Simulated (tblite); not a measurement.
Species: C8H6NO (doublet state).
Geometry (GFN2-xTB, Å), atoms numbered from 1 in this order:
```xyz
16
C8H6NO angstrom
C     -2.225    0.388    0.275
C     -0.753    0.162    0.138
C      0.172    0.663    1.035
C      1.532    0.442    0.890
C      2.029   -0.308   -0.183
O      3.349   -0.545   -0.356
C      1.092   -0.794   -1.058
C     -0.254   -0.596   -0.949
C     -1.155   -1.133   -1.897
N     -1.899   -1.561   -2.657
H     -2.439    0.984    1.159
H     -2.752   -0.563    0.355
H     -2.617    0.904   -0.601
H     -0.174    1.246    1.876
H      2.229    0.849    1.611
H      3.858   -0.130    0.351
```

The geometry is computed with GFN2-xTB (gas phase). This method treats the open shell by occupation alone, without spin polarisation.

Take the most abundant isotopes and a rigid rotor. The values belong to one conformer with, in the numbering `[CH3:1][c:2]1[cH:3][cH:4][c:5]([OH:6])[c:7][c:8]1[C:9]#[N:10]`, C4–C5–O6–H 0°.

(1) What are A, B and C (MHz)?

(2) Classify the top.

(3) What does the inertial defect say?

Answers

(1) Ia = 209.76, Ib = 472.77, Ic = 679.43 u·Å²; 505379 MHz·u·Å²/I gives A = 2409, B = 1069, C = 743.8 MHz.

(2) An asymmetric top. Ray's parameter κ = (2B − A − C)/(A − C) = -0.610; −1 is the prolate and +1 the oblate limit.

(3) Not planar: Δ = Ic − Ia − Ib = -3.11 u·Å². For a rigid frame Δ = −2 Σ m c², so Σ m c² = 1.55 u·Å² lies off the ab plane, practically all of it from hydrogen. The atom farthest from that plane is 0.88 Å away.

For this open shell read J as N, the rotation without spin; fine and hyperfine splittings come on top. Its GFN2-xTB frequencies are all real (lowest 52 cm⁻¹). These are rigid-rotor constants of the computed structure; measured ground-state constants (B0) also hold zero-point vibration.
